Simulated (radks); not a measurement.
Effect of the nuclear size on the terbium ion Tb53+, [Ne] 3s2. Calculated with a radial shooting solver on a logarithmic mesh with Libxc functionals: Dirac Kohn-Sham, BLYP, spin-unpolarised, spherical densities, finite nucleus; Fermi nuclear charge, rms radius 5.06 fm. The rms radius is varied about that value; shifts are against it.

| rms radius (fm) | total energy shift (eV) | density at nucleus (e/bohr^3) | 1s1/2 shift (meV) | 2s1/2 shift (meV) | 2p1/2 shift (meV) | 3s1/2 shift (meV) | 3p1/2 (empty) shift (meV) | 4s1/2 (empty) shift (meV) |
|---|---|---|---|---|---|---|---|---|
| 4.1087 | -7.76 | 7.28e+05 | -3190 | -427 | 3.39 | -114 | 0.472 | -45.9 |
| 4.8019 | -2.22 | 6.987e+05 | -913 | -122 | 0.966 | -32.8 | 0.134 | -13.2 |
| 5.06 | 0 | 6.891e+05 | 0.000 | 0.000 | 0.000 | 0.000 | 0.000 | 0.000 |
| 5.2523 | 1.71 | 6.824e+05 | 703 | 94.2 | -0.741 | 25.2 | -0.102 | 10.1 |
| 5.9455 | 8.27 | 6.604e+05 | 3400 | 455 | -3.56 | 122 | -0.487 | 48.9 |

Slopes of the eigenvalues against <r^2> in GHz/fm^2, as finite differences over the two radii next to the reference (eigenvalue slopes, not the field-shift constants of lines): 1s1/2 86300, 2s1/2 11600, 2p1/2 -91.1, 3s1/2 3100, 3p1/2 (empty) -12.6, 4s1/2 (empty) 1240.
